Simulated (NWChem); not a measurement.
System: CH3AlFI; SMILES [CH3][Al]([F])[I]

```xyz
7

Al    -0.0302    -1.3525     0.0000
F     -1.5346    -2.0657     0.0000
I     -0.0147     1.1121     0.0000
C      1.5605    -2.4506     0.0000
H      2.4837    -1.8529     0.0000
H      1.5692    -3.1061    -0.8864
H      1.5692    -3.1061     0.8864
```
Atoms are numbered in this order, from 1.

Results from NWChem. Medium grid unless said otherwise, to which SCAN and Minnesota functionals are sensitive. Coordinates come from a PBE0/def2-SVP optimisation. def2 effective core potentials on I; no spin-orbit coupling. B3LYP is NWChem's, with the RPA form of VWN correlation. Total energies of different functionals are on different scales.

```tsv
level	energy (Ha)	highest occupied level (eV)	orbital gap (eV)	dipole (D)
B3LYP/def2-SVP	-679.9606	-7.48	6.45	2.09
PBE/def2-SVP	-679.5382	-6.60	5.02	2.05
PW91/def2-SVP	-679.8715	-6.64	4.99	2.05
B97-D/def2-SVP	-680.2682	-6.54	5.08	2.06
M06/def2-SVP	-679.8279	-7.69	6.75	2.11
CAM-B3LYP/def2-SVP	-679.8021	-8.98	9.12	2.12
revPBE/def2-SVP	-679.7809	-6.56	5.07	2.03
OLYP/def2-SVP	-680.0770	-6.41	5.10	2.00
TPSSh/def2-SVP	-679.7668	-7.19	6.01	2.07
B97-2/def2-SVP	-680.1165	-7.53	6.70	2.13
```
